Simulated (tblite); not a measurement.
A tight-binding relaxation on `C#C[P]([GeH3])CCC`.

Computed with GFN2-xTB geometry optimisation, gas phase (tblite 0.8.0). Start geometry: from a force field or distance geometry. The input is one job of a driver script: a line of settings, then coordinates in Å.

Command:
```bash
OMP_NUM_THREADS=1 python probes_run.py task.json out
```

Input:
```
{"job": {"kind": "relax", "xc": "GFN2-xTB", "basis": "xTB"}, "charge": 0, "multiplicity": 1}
C     -0.510700     2.593700     1.570900
C     -0.708700     1.944300     0.568500
P     -0.969500     0.948800    -0.909900
Ge    -2.921300     0.034500    -0.143400
C      0.096000    -0.483900    -0.373800
C      1.566500    -0.165000    -0.638400
C      2.465200    -1.331400    -0.238300
H     -0.350900     3.177500     2.448700
H     -3.312400    -1.171800    -1.036600
H     -2.716700    -0.471600     1.322900
H     -4.047400     1.092200    -0.159800
H     -0.199200    -1.379300    -0.971200
H     -0.068600    -0.703000     0.706500
H      1.728800     0.052500    -1.717900
H      1.865900     0.740600    -0.047800
H      2.201800    -2.237600    -0.812800
H      2.347600    -1.552900     0.850900
H      3.525100    -1.081300    -0.430300
```

Output:
```
step      E/eV     max force
  0    -562.54252    0.883
  1    -562.61375    0.675
  2    -562.63076    2.705
  3    -562.67553    0.725
  4    -562.68512    0.281
  5    -562.69539    0.223
  6    -562.70417    0.300
  7    -562.70767    0.147
  8    -562.71025    0.125
  9    -562.71214    0.150
... (48 lines left out)
 58    -562.73169    0.016
 59    -562.73173    0.020
 60    -562.73180    0.026
 61    -562.73187    0.023
 62    -562.73194    0.021
 63    -562.73200    0.019
 64    -562.73207    0.026
 65    -562.73214    0.025
 66    -562.73218    0.013
 67    -562.73220    0.010
```

«max force» is the largest atomic force in eV/Å.

Task: From which step on does the largest force stay under 0.1 eV/Å, and how much energy is left to gain from there?

Result: From step 16 (0.081 eV/Å), 8.5 meV above the end.

Main results: energy lowered by 4.4 kcal/mol over 67 steps; largest atomic force 0.010 eV/Å at the end.

Task: Where do the atoms end?

Result: 0.109 Å rms from the input after alignment:
```
atom  x, y, z in Å
C1    -0.4538    2.6593    1.5159
C2    -0.6973    1.9136    0.6040
P3    -0.9698    0.9338   -0.8374
Ge4   -2.9743    0.0256   -0.1120
C5     0.1287   -0.5068   -0.3676
C6     1.5958   -0.1631   -0.6037
C7     2.5084   -1.3280   -0.2408
H8    -0.2578    3.2794    2.3419
H9    -3.4332   -1.0703   -1.0356
H10   -2.9941   -0.5887    1.2624
H11   -4.0834    1.0351   -0.1196
H12   -0.1600   -1.3590   -0.9916
H13   -0.0297   -0.7788    0.6796
H14    1.7408    0.1016   -1.6545
H15    1.8605    0.7114   -0.0030
H16    2.2629   -2.2057   -0.8353
H17    2.3994   -1.5844    0.8111
H18    3.5481   -1.0689   -0.4255
```
Labels such as C1 count atoms from 1, the log's own numbers from 0.
